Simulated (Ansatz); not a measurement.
Consider the ligand exchange at the Si–Cl bond: `S[Si](Cl)(Cl)Cl` + H–F → `F[Si](S)(Cl)Cl` + HCl.

Isolated molecules relaxed with PBE0-D4/def2-TZVP in Ansatz; ΔE leaves out vibrations. CCSD(T)/CBS adds triple-zeta CCSD(T) − MP2 to the extrapolated MP2 energy (def2 sets, frozen cores). This one scheme is used for every species. DFT in def2-TZVPP. One conformer a species, not always the lowest.

CCSD(T)/CBS gives -0.47 eV.

Problem. Another level gave -0.59 eV. Which?
A. CAM-B3LYP/def2-TZVPP
B. CAM-B3LYP-D4/def2-TZVPP
C. r2SCAN-D4/def2-TZVPP
D. PBE0-D4/def2-TZVPP

Solution. B. CAM-B3LYP-D4 -0.59, PBE0-D4 -0.42, CAM-B3LYP -0.65, r2SCAN-D4 -0.53 eV.

Largest T1 diagnostic among the species: 0.010.

The D4 term adds +0.09 eV with B3LYP and +0.05 eV with PBE0; it sums over pairs of atoms, weighted by their polarisabilities, and B3LYP, whose exchange is more repulsive, gets the larger term. At CCSD(T), def2-SVP lies −0.04 eV from the extrapolated value and def2-TZVPP −0.06 eV.

B3LYP here is the variant with VWN-RPA as its local correlation; programs differ in this.
